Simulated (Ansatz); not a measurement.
Total energies of CH₃NOSSi (`N=C1S[SiH]1O`).

```xyz
8

N     0.977    1.772   -0.850
C     0.676    0.730   -0.225
S     1.167    0.268    1.478
Si   -0.059   -0.881    0.217
O    -1.641   -1.104    0.530
H     0.562    1.764   -1.782
H     0.430   -2.149   -0.348
H    -2.112   -0.400    0.981
```

The species carries charge 0 and has multiplicity 1. Geometry: relaxed with PBE0-D4/def2-TZVP. It is one conformer, not always the lowest. Basis def2-TZVPP, Ansatz.

RPA on PBE orbitals: Hartree–Fock energy of these orbitals -855.44087 Eh, correlation -1.40227 Eh (frozen core).

```csv
functional,energy without D4 (Eh),D4 term (kJ/mol)
LDA (SPW92),-853.84413,–
PBE,-857.19250,-20.5
revPBE,-857.51705,-59.0
BLYP,-857.65709,-45.2
r2SCAN,-857.55899,-4.8
B97M-V,-857.49341,–
PBE0,-857.24730,-17.3
B3LYP,-857.73128,-33.5
r2SCANh,-857.54299,-5.1
r2SCAN0,-857.52033,-5.7
HSE06 (plane-wave form),-857.22576,-16.2
BHLYP,-857.59456,-26.8
CAM-B3LYP,-857.63957,-17.7
LC-ωPBE,-857.37132,–
ωB97X-V,-857.52970,–
ωB97M-V,-857.60422,–
B2PLYP,-857.32820,–
PBE-QIDH,-857.04809,–
```

B3LYP takes the VWN-RPA correlation (the form of Gaussian; ORCA's B3LYP/G). HSE06 is the plane-wave form, built on full-range PBE exchange. The double hybrids freeze the cores in their second-order part.

LC-ωPBE has ω = 0.4 bohr⁻¹.
